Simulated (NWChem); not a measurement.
Program: NWChem. System: Cl$_{2}$Pb, charge 0, spin multiplicity 1, at a geometry optimised with B3LYP/def2-SVP with def2 effective core potentials on Pb. The structure started from a generated list of species. Level: MP2/def2-TZVP with def2 effective core potentials on Pb, 14 core orbitals frozen.

Input file:

```
start mol
memory heap 200 mb stack 900 mb global 1100 mb
geometry units angstroms nocenter noautoz
  Pb     0.000000     0.000000    -0.465769
  Cl     1.936312     0.000000     1.123325
  Cl    -1.936312     0.000000     1.123325
  symmetry group C2v
end
basis spherical
  * library def2-tzvp
end
ecp
  Pb library def2-ecp
end
scf
  rhf
  nopen 0
  maxiter 100
  thresh 1e-7
  semidirect memsize 60000000 filesize 0
end
mp2
  freeze core 14
end
task mp2 energy
```

Part of the output:

```
             Northwest Computational Chemistry Package (NWChem) 7.3.0
             --------------------------------------------------------

                                NWChem Input Module
                                -------------------

 Scaling coordinates for geometry "geometry" by  1.889725989
 (inverse scale =  0.529177249)

 Turning off AUTOSYM since
 SYMMETRY directive was detected!

                             Geometry "geometry" -> ""
                             -------------------------

 Output coordinates in angstroms (scale by  1.889725989 to convert to a.u.)

  No.       Tag          Charge          X              Y              Z
 ---- ---------------- ---------- -------------- -------------- --------------
    1 Pb                  82.0000     0.00000000     0.00000000    -0.46576900
    2 Cl                  17.0000     1.93631200     0.00000000     1.12332500
    3 Cl                  17.0000    -1.93631200     0.00000000     1.12332500

 Effective nuclear repulsion energy (a.u.)     628.4746591278

            Nuclear Dipole moment (a.u.)
            ----------------------------
        X                 Y               Z
 ---------------- ---------------- ----------------
     0.0000000000     0.0000000000    -0.0000151178

      Symmetry information
      --------------------

 Group name             C2v
 Group number             16
 Group order               4
 No. of unique centers     2

      Symmetry unique atoms

     1    2


 Summary of "ao basis" -> "" (spherical)
 ------------------------------------------------------------------------------
       Tag                 Description            Shells   Functions and Types
 ---------------- ------------------------------  ------  ---------------------
 *                         def2-tzvp                  on all atoms

 Summary of "ao basis" -> "ao basis" (spherical)
 ------------------------------------------------------------------------------
       Tag                 Description            Shells   Functions and Types
 ---------------- ------------------------------  ------  ---------------------
[...]
     1   1 0 0     -0.000000      0.000000      0.000000
     1   0 1 0     -0.000000      0.000000      0.000000
     1   0 0 1     -2.088312      0.000000     52.810532

     2   2 0 0    -48.331380      0.000000    455.226214
     2   1 1 0      0.000000      0.000000      0.000000
     2   1 0 1     -0.000000      0.000000      0.000000
     2   0 2 0    -36.701082      0.000000      0.000000
     2   0 1 1     -0.000000      0.000000      0.000000
     2   0 0 2    -41.407035      0.000000    170.253722

                   NWChem MP2 Semi-direct Energy/Gradient Module
                   ---------------------------------------------

  Basis functions       =    124
  Molecular orbitals    =    124
  Frozen core           =     14
  Frozen virtuals       =      0
  Active alpha occupied =     14
  Active beta occupied  =     14
  Active alpha virtual  =     96
  Active beta virtual   =     96
  Use MO symmetry       = T
  Use skeleton AO sym   = T

  AO/Fock/Back tols     =   1.0D-09  1.0D-09  1.0D-09

 GA uses MA = F    GA memory limited = T

 Available:
  local mem=  1.26D+08
 global mem=  1.44D+08
 local disk=  0.00D+00
  mp2_memr nvloc                    96
  nvloc new                    96
   1 passes of  14:        5242880                      98540                  33119400.
   1 passes of  14: M    126137231           G      144148448           F     120894351.

 Semi-direct pass number   1 of   1  for RHF alpha+beta  at        2.3s
  vrange nnbf                  7242
  mp2_eaftype                   126  avail_ma_in_mb                  1099
 EAF : mp2_eaftype filesize         126   16559700.
  mp2_eaf for mointskh                    126
Node 0 wrote     77.9 Mb in      0.1 s     Agg I/O rate:   652.6 Mb/s
 Done moints_semi at        7.1s
  mp2_eaftype                   126  avail_ma_in_mb                   973
 EAF : mp2_eaftype filesize         126   16559700.
  mp2_eaf for kh                   126
 Done maket at        7.4s
 Done multipass loop at        7.4s

          -------------------------------------------
          SCF energy               -1110.976681550713
          Correlation energy          -0.759231327761
          Singlet pairs               -0.407581761034
          Triplet pairs               -0.351649566727
          Total MP2 energy         -1111.735912878474
          -------------------------------------------

          ---------------------------------------------------
                    Spin Component Scaled (SCS) MP2
          Same spin pairs                     -0.234433044485
          Same spin scaling factor             0.333333333333
          Opposite spin pairs                 -0.524798283276
          Opposite spin scaling fact.          1.200000000000
          SCS-MP2 correlation energy          -0.707902288093
          Total SCS-MP2 energy             -1111.684583838806
          ---------------------------------------------------

 -----------------------
 Performance information
 -----------------------

 Timer overhead =  9.64D-08 seconds/call

               Nr. of calls         CPU time (s)                 Wall time (s)                GFlops
             ---------------    -------------------     ------------------------------   -------------------
Name         Min   Avg   Max    Min     Avg     Max     Min     Avg     Max   Mx/calls   Min     Max     Sum
mp2: moin     1     1     1    4.9     4.9     4.9      4.9     4.9     4.9     4.9      0.0     0.0     0.0
mp2: make     1     1     1   0.21    0.21    0.21     0.21    0.21    0.21    0.21      0.0     0.0     0.0
mp2: tota     1     1     1    5.1     5.1     5.1      5.1     5.1     5.1     5.1      0.0     0.0     0.0

 The average no. of pstat calls per process was 3.00D+00
 with a timing overhead of 2.89D-07s

 Task  times  cpu:        7.3s     wall:        7.3s

 Total times  cpu:        7.4s     wall:        7.4s
```
